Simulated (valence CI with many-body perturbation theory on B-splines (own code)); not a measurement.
# Os63+ in brief

Method: configuration interaction combined with many-body perturbation theory (CI+MBPT): three valence electrons over a frozen Dirac-Fock core [Ne], radial functions for each j: 11 s, 11 p, 9 d, 7 f, 5 g, 2 h, 1 i, with the one-electron correlation potential Σ1, the two-electron term Σ2, the three-electron term Σ3, Breit, model QED; selected CI, second order for the rest (own B-spline code, finite nucleus).

The last digits are not significant, and no measured levels were compared; by estimate large intervals hold to a few tenths of a per cent, small ones and those within an open d or f shell to about a per cent.

Levels are named by their leading jj configuration (3d3/2^4 stands for four electrons in 3d with j = 3/2), which in mixed levels can hold well under half, so a name can repeat and another be missing.

Rates and lifetimes use the calculated energies. Strong lines usually hold to 10 to 20 %, long lifetimes can be off by a factor of two.

Q: What is the ground level?

A: (3s^2 3p1/2) J=1/2, composition 100 % 3s²3p ²P°, g = 0.646.

Q: What is the ionisation energy?

A: 7185.6 eV; NIST lists 7185 ± 19 eV (theoretical).

Q: How well does LS coupling describe the low levels?

A: Among the lowest 20 levels the leading LS term, summed over configurations, holds 61 % on average. For single configurations the figures are 59 % in LS and 92 % in jj coupling. Terms mix most in the J = 3/2 level at 60.87 Ry, where the leading one holds 32 %.

Q: Name the longest-lived excited levels whose lifetime is computed, and their main decay.

A: (3s 3p3/2 3d5/2) J=9/2 at 93.94 Ry lives 3.16 ns, mostly by M1 to (3s 3p1/2 3d5/2) J=7/2.

Q: Where does the other parity begin?

A: At (3s 3p1/2^2) J=1/2, 12.86 Ry.

Q: Among levels below 117.34 Ry, which E1 lines absorb most strongly from the ground level?

A: to (3s^2 3d3/2) J=3/2 at 1.892 nm, f = 0.492; to (3s 3p1/2 3p3/2) J=1/2 at 2.041 nm, f = 0.216; to (3s 3p1/2 3p3/2) J=3/2 at 2.078 nm, f = 0.121.

Q: What are the static dipole polarisabilities of the lowest levels?

A: (3s^2 3p1/2) J=1/2 0.00240 bohr³, of which the core gives 3.93e-05.
